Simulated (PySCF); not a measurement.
C3H9NSi, SMILES N[SiH]1CCC1. Atoms are numbered in the order given.

```xyz
14

N      2.1200    -0.2317    -0.3361
Si     0.5601     0.3458     0.1104
C     -0.9492     0.3901    -1.0417
C     -1.7739    -0.0713     0.1885
C     -0.6686    -0.7571     1.0346
H      2.2610    -1.0918    -0.8507
H      2.9157     0.3891    -0.4081
H      0.8004     1.6625     0.7789
H     -1.2826     1.3075    -1.5482
H     -0.8900    -0.4160    -1.7933
H     -2.6399    -0.7119    -0.0478
H     -2.1662     0.8071     0.7275
H     -0.7831    -0.7248     2.1276
H     -0.5463    -1.8116     0.7330
```

Geometry optimised at PBE0-D3(BJ)/def2-SVP. One conformer was computed; it need not be the lowest.

These are PySCF with PBE/pcSseg-1 values and carry that method's errors.

GIAO shieldings, no solvent; atoms listed in one row are averaged. δ = σ(ref) − σ: ¹⁵N against NH3 (σ = 267.0 ppm); ²⁹Si against TMS (σ = 335.4 ppm); ¹³C against TMS (σ = 182.0 ppm); ¹H against TMS (σ = 31.49 ppm), references at their B3LYP-D3(BJ)/def2-TZVP geometries, non-relativistic.

Computed chemical shifts:
| nucleus | atoms | count | δ (ppm) |
|---|---|---|---|
| ¹⁵N | N1 | 1 | 36.9 |
| ²⁹Si | Si2 | 1 | -12.1 |
| ¹³C | C3 | 1 | 28.2 |
| ¹³C | C5 | 1 | 26.1 |
| ¹³C | C4 | 1 | 17.8 |
| ¹H | H8 | 1 | 5.16 |
| ¹H | H11 | 1 | 2.23 |
| ¹H | H13 | 1 | 1.68 |
| ¹H | H9 | 1 | 1.61 |
| ¹H | H12 | 1 | 1.59 |
| ¹H | H14 | 1 | 1.57 |
| ¹H | H7 | 1 | 1.49 |
| ¹H | H10 | 1 | 1.44 |
| ¹H | H6 | 1 | 0.94 |
